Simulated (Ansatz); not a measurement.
C2H2AlF: structure from calculated spectroscopic constants

These gas-phase data were calculated for one isomer of C2H2AlF at PBE0-D3(BJ)/def2-SVP (harmonic, unscaled wavenumbers; equilibrium rotational constants with average atomic masses):

| Property | Result |
| --- | --- |
| rotational constants | 33.27, 3.815, 3.422 GHz |
| all wavenumbers above 1500 cm⁻¹ | 3161, 3143 |
| dipole moment | 0.69 D (PBE0/def2-TZVPD) |

Candidates:

(1) `C#[C][AlH][F]`, a singlet
(2) `[F][Al]1[CH]=[CH]1`, a singlet

**Question.** Which candidate do the data belong to?

**Answer.** Candidate (2). No mode falls between 3300 and 3560 cm⁻¹, where the ≡C–H stretch of (1) would stand.

The same quantities for all candidates:

```tsv
	rotational constants (GHz)	wavenumbers above 1500 cm⁻¹	dipole (D)	E above the lowest, PBE0-D3(BJ)/def2-SVP (kcal/mol)
(1)	23.44, 2.991, 2.653	3466, 2138, 2018	1.94	0.0
(2)	33.27, 3.815, 3.422	3161, 3143	0.69	9.8
```

Harmonic stretches to hydrogen usually lie a few per cent above observed fundamentals. Programs: Ansatz 0.2.0.
